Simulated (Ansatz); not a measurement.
The same path of CH6GaN + H2 (11 atoms, charge 0, multiplicity 1) was run 3 times with different band settings. Lost on the way: H10–H11. Made: Ga1–H10, N2–H11.

Computed with RKS PBE0/def2-SVP in Ansatz.

Relaxed end points:

```xyz
11
Properties=species:S:1:pos:R:3
Ga -0.104 -0.543 -0.022
N -0.098 0.130 1.670
H -0.930 0.429 2.168
H 0.711 0.132 2.279
H 1.285 -1.040 -0.554
C -1.798 -0.559 -1.014
H -2.039 -1.581 -1.350
H -2.636 -0.186 -0.406
H -1.719 0.068 -1.916
H 0.250 3.515 2.044
H 0.199 2.775 1.866
```

```xyz
11
Properties=species:S:1:pos:R:3
Ga 0.117 0.533 -0.136
N -0.232 0.405 1.996
H -0.496 -0.540 2.275
H 0.610 0.656 2.514
H 1.324 -0.497 -0.217
C -1.659 -0.046 -0.822
H -1.914 -1.073 -0.512
H -2.473 0.624 -0.502
H -1.653 -0.038 -1.925
H 0.474 2.080 -0.197
H -0.977 1.036 2.291
```

Common settings: climbing image yes; spring 5.0 eV/Å²; optimiser quadratic models (default); force threshold 0.05 eV/Å; iteration limit 60; end points relaxed.

| run | movable images | start path |
| --- | --- | --- |
| 1 | 5 | through a guess of the saddle point |
| 2 | 5 | straight line |
| 3 | 1 | through a guess of the saddle point |

Question: What does each run give, and how far can it be trusted?

Answer: Run 1: converged after 19 iterations, highest image 0.841 eV above the first end. Neighbouring images differ by up to 1.4 eV, so the band resolves the path poorly. A vibrational analysis at the climbing image gives one clearly imaginary mode, 1211i cm⁻¹: a first-order saddle point.
Run 2: converged after 29 iterations, highest image 0.839 eV above the first end. Neighbouring images differ by up to 1.5 eV, so the band resolves the path poorly. Another band between the same ends (5 images) ends at a top of the same energy, where a vibrational analysis finds 1 clearly imaginary mode.
Run 3: converged after 42 iterations, highest image 0.840 eV above the first end. Neighbouring images differ by up to 1.6 eV, so the band resolves the path poorly. Another band between the same ends (5 images) ends at a top of the same energy, where a vibrational analysis finds 1 clearly imaginary mode. So few images can step over the top or miss a turn of the path.
The orbitals stay closed-shell, which can raise the energy where a bond breaks towards radicals; this wasn't checked here.
